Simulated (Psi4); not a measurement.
Input for Psi4:
```
memory 2 GB

molecule mol {
0 1
  N    -1.198348   -1.352715    0.015898
  Ge   -0.001774   -0.007495   -0.039190
  N     1.639464   -0.398918   -0.700104
  N    -0.700284    1.387292   -0.933293
  F     0.189677    0.376470    1.702817
  H    -1.140994   -1.944807    0.832157
  H    -1.226639   -1.934286   -0.808270
  H     2.162909    0.385485   -1.059342
  H     2.241457   -0.929705   -0.086308
  H    -1.674870    1.563235   -0.735797
  H    -0.198030    2.262062   -0.891213
}

set basis sto-3g
set reference rks

energy('r2scan')
print_variables()
```

Task: What is the computed number of basis functions (Psi4 1.11 with R2SCAN/STO-3G)?

Result: 44

Task: Predict the dipole moment from R2SCAN/STO-3G.

Result: 1.14 D

Task: Estimate the total energy that R2SCAN/STO-3G returns for this input.

Result: -2317.130955 Ha

Task: Estimate the nuclear repulsion energy that R2SCAN/STO-3G returns for this input.

Result: 431.0433 Eh
